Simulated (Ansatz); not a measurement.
Molecule: C$_{3}$H$_{3}$F$_{4}$, net charge 0, doublet state. It need not be the lowest isomer of its formula. 
Geometry from a B3LYP-D3(BJ)/def2-TZVP (Ansatz, an electronic-structure program) optimisation:
```xyz
10

F      2.5970    -0.6610     0.9153
C      1.5671     0.0745     0.4582
C      0.4215    -0.7184    -0.0487
C     -0.8179     0.1245    -0.2545
F     -1.8181    -0.6127    -0.7743
F     -1.2680     0.6589     0.8948
F     -0.5889     1.1467    -1.1075
H      1.8590     1.0404     0.0686
H      0.6466    -1.1980    -1.0115
H      0.1727    -1.5132     0.6578
```
Charge 0, spin multiplicity 2.

Total electronic energies in hartree. Valence correlation only, unless marked. UHF or UKS for open shells. Spin-orbit coupling is left out. Non-relativistic unless marked X2C. Basis-set limits of correlation are two-point, X^-3; Hartree-Fock from the larger set. The bracket is a focal-point correction in the basis named.

```
level                                                     program  energy (Eh)
-------------------------------------------------  --------------  -----------
PBE-D3(BJ)/def2-TZVPD                              Ansatz + dftd3   -515.15514
B3LYP-D4/def2-TZVPD                                Ansatz + dftd4   -515.68133
BHLYP-D4/def2-TZVPD                                Ansatz + dftd4   -515.46209
r2SCANh-D4/def2-TZVPD                              Ansatz + dftd4   -515.42152
r2SCAN0/def2-TZVPD                                         Ansatz   -515.38070
CAM-B3LYP-D4/def2-TZVPD                            Ansatz + dftd4   -515.53046
LC-wPBE-D4/def2-TZVPD                              Ansatz + dftd4   -515.39314
wB97X-V/def2-TZVPD                                         Ansatz   -515.50665
MP2/6-31G                                                  Ansatz   -513.62485
SCS-MP2/cc-pVTZ                                            Ansatz   -514.69012
CCSD(T)/cc-pVDZ                                            Ansatz   -514.27711
CCSD(T)/cc-pVQZ                                            Ansatz   -514.95977
X2C-CCSD(T)/cc-pVTZ-DK                                     Ansatz   -515.18941
RI-MP2/CBS(cc-pVTZ,cc-pVQZ)+[CCSD(T)-MP2]/cc-pVQZ          Ansatz    -515.0503
CCSD(T)/CBS(cc-pVTZ,cc-pVQZ)                               Ansatz    -515.0483
```

Totals of different functionals don't rank their quality; only differences between species are comparable.
